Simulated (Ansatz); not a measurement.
(AgOH)2 ring (Ag2O2H2), relaxed as a singlet with RKS PBE-D4/def2-SVP in Ansatz, starting from the GFN2-xTB geometry. Force threshold 0.02 eV/Å.

In the def2 sets Ag takes a core potential; there is no spin–orbit coupling.

Start:

```xyz
6

Ag    0.672    0.357    1.189
O     1.074   -1.468   -0.137
Ag   -0.514   -0.273   -1.286
O    -0.616    1.711   -0.145
H     0.845   -2.334    0.195
H    -1.462    2.008    0.184
```

| step | energy (eV) | largest force component (eV/Å) | SCF passes |
| --- | --- | --- | --- |
| 1 | -12117.5503 | 1.378 | 27 |
| 2 | -12117.6617 | 0.375 | 30 |
| 3 | -12117.6700 | 0.074 | 29 |
| 4 | -12117.6718 | 0.041 | 28 |
| 5 | -12117.6734 | 0.026 | 28 |
| 6 | -12117.6735 | 0.005 | 29 |

Force components are those of the run's own axes.

End:

```xyz
6

Ag    0.753    0.403    1.131
O     1.069   -1.410   -0.150
Ag   -0.426   -0.229   -1.333
O    -0.569    1.675   -0.157
H     0.629   -2.181    0.258
H    -1.456    1.743    0.250
```

By distances, no bond broke or formed. The bond that changes most is Ag1–O4, from 2.30 to 2.24 Å (atoms count from 1).

No frequencies were taken in this run, so the end may be a saddle point.

It took 7 s on 4 threads of Arm Neoverse V1 on a shared host.
